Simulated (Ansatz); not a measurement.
One change: `C=C(F)[SiH2][AlH2]` becomes `C=C(F)BCl`.

Ansatz, PBE0-D4/def2-TZVP geometries, multiplicity 1. Each molecule was computed in one conformer, which needn't be the lowest.

```
                               property  `C=C(F)[SiH2][AlH2]`
    HOMO energy (B3LYP/def2-TZVPP) / eV                 -7.48
     LUMO energy (PBE0/def2-TZVPP) / eV                 -2.25
HOMO–LUMO gap (ωB97M-V/def2-TZVPP) / eV                  9.16
    HOMO–LUMO gap (PBE/def2-TZVPP) / eV                  3.50
      LUMO energy (PBE/def2-TZVPP) / eV                 -3.00
    LUMO energy (B3LYP/def2-TZVPP) / eV                 -2.44
```

(1) What does the change do to each property? (Best estimate.)

Answers

(1) Computed: 
| property | `C=C(F)BCl` | shift |
| --- | --- | --- |
| HOMO energy (B3LYP/def2-TZVPP) / eV | -8.01 | -0.53 |
| LUMO energy (PBE0/def2-TZVPP) / eV | -2.32 | -0.07 |
| HOMO–LUMO gap (ωB97M-V/def2-TZVPP) / eV | 10.19 | 1.03 |
| HOMO–LUMO gap (PBE/def2-TZVPP) / eV | 3.83 | 0.33 |
| LUMO energy (PBE/def2-TZVPP) / eV | -3.21 | -0.21 |
| LUMO energy (B3LYP/def2-TZVPP) / eV | -2.50 | -0.06 |

With PBE0 the HOMO falls by 0.53 eV and the LUMO falls by 0.07 eV, so the gap widens by about 0.46 eV. PBE moves the HOMO by -0.53 eV and ωB97M-V by -0.65 eV.

B3LYP here is the variant with VWN-RPA as its local correlation; programs differ in this.
